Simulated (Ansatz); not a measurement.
`[SiH3][Se][GeH3]` + ethanol → `CC[O][GeH3]` + `[SiH3][SeH]` at 700 K and 1 bar (ligand exchange at a Ge–Se bond).

Calculated with Ansatz (gas phase, PBE0-D4/def2-TZVP geometries, no zero-point term in ΔE). CBS: MP2 limit from def2 TZ/QZ plus the TZ coupled-cluster correction, frozen cores. For Ge, Se outer-core shells are correlated without core-valence functions, which leaves a few kJ/mol of doubt a bond. Scalar relativity is left out up to krypton. One conformer a species, not always the lowest.

```
           species  CCSD(T)/CBS energy (Eh)  H − E (kJ/mol)  S (J/(mol·K))
`[SiH3][Se][GeH3]`              -4769.53721           203.6          476.5
             `CCO`               -154.88256           262.0          346.5
     `CC[O][GeH3]`              -2232.20346           322.9          458.0
     `[SiH3][SeH]`              -2692.20088           133.3          356.0
```

H − E and S are ideal-gas, rigid-rotor, harmonic terms from PBE0-D4/def2-TZVP, for one conformer and one mirror image of each species. 1 Eh = 2625.50 kJ/mol, R = 8.31446 J/(mol·K).

By hand: ΔE, ΔH, ΔS and ΔG.

ΔE = (-2232.20346) + (-2692.20088) − (-4769.53721) − (-154.88256) = 0.01543 Eh = 40.5 kJ/mol. Δ(H − E) = 322.9 + 133.3 − 203.6 − 262.0 = -9.4, so ΔH = 31.1 kJ/mol. ΔS = 458.0 + 356.0 − 476.5 − 346.5 = -9.0 J/(mol·K). ΔG = 31.1 − 700 × (-9.0)/1000 = 37.4 kJ/mol.

By hand: the equilibrium constant, and the temperature at which ΔG would vanish if ΔH and ΔS stayed fixed.

log₁₀ K = −ΔG/(RT ln 10) = -2.8. ΔH and −TΔS have one sign here, so there is no such temperature.

The number of gas molecules stays the same, so ΔS is small and ΔH decides. A doubt of 5 kJ/mol in ΔE shifts log₁₀ K by 0.4 here. Other conformers and mirror images would add mixing entropy, several J/(mol·K) or more a flexible species. Modes under 60 cm⁻¹, often nearly free rotors, make the harmonic entropy too high. These are equilibria of isolated gas molecules and say nothing of rates. Largest T1 diagnostic: 0.011 (customary marks: 0.02 for closed shells, 0.045 for open ones).

ΔS is within the doubt of such terms, so its sign, and with it that verdict, could turn.
